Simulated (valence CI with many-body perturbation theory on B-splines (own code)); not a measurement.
The numbers below are computed, except where a source is named.
**Basis-set convergence for Ce XLV**

Level of theory: relativistic CI+MBPT: four valence electrons over a frozen Dirac-Fock core [Ne], a basis of 9 s, 9 p, 8 d, 6 f, 3 g, 1 h functions for each j, with the one-electron correlation potential Σ1, the two-electron term Σ2, the three-electron term Σ3, Breit, model QED; selected CI, second order for the rest, scaled by the run's own slope (own B-spline code, finite nucleus).

The last digits are not significant, and no measured levels were compared; by estimate large intervals hold to a few tenths of a per cent, small ones and those within an open d or f shell to about a per cent.

The reference run has the lowest level (3s^2 3p1/2^2) J=0 and an ionisation energy of 3572.60 eV. Its largest variational space holds 20000 state functions.

Levels are named by their leading jj configuration (3d3/2^4 stands for four electrons in 3d with j = 3/2), which in mixed levels can hold well under half, so a name can repeat and another be missing. Letters in brackets count levels of one name in rising energy.

Changed runs:
A. basis 6 s, 6 p, 5 d, 3 f, 1 g
B. basis 5 s, 5 p, 4 d, 2 f

Excitation energies of the reference run in cm⁻¹, and shifts in cm⁻¹:

| Level | Reference | A | B |
| --- | --- | --- | --- |
| (3s^2 3p1/2 3p3/2) J=1 | 849825 | -94 | -273 |
| (3s^2 3p1/2 3p3/2) J=2 | 906447 | +15 | +103 |
| (3s 3p1/2^2 3p3/2) J=2 | 1771050 | -123 | -341 |
| (3s^2 3p3/2^2) J=2 | 1797290 | -51 | -97 |
| (3s^2 3p3/2^2) J=0 | 1919940 | +62 | +243 |
| (3s 3p1/2^2 3p3/2) J=1 | 1945050 | +15 | +74 |
| (3s^2 3p1/2 3d3/2) J=2 | 2151550 | +183 | +417 |
| (3s^2 3p1/2 3d3/2) J=1 | 2392100 | +405 | +1318 |
| (3s^2 3p1/2 3d5/2) J=2 | 2420540 | +22 | -37 |
| (3s^2 3p1/2 3d5/2) J=3 | 2448660 | +246 | +663 |
| (3s 3p1/2 3p3/2^2) J=2 [a] | 2645880 | +29 | +195 |
| (3s 3p1/2 3p3/2^2) J=3 | 2712940 | +13 | +132 |
| Ionisation energy (eV) | 3572.60 | -0.032 | -0.10 |
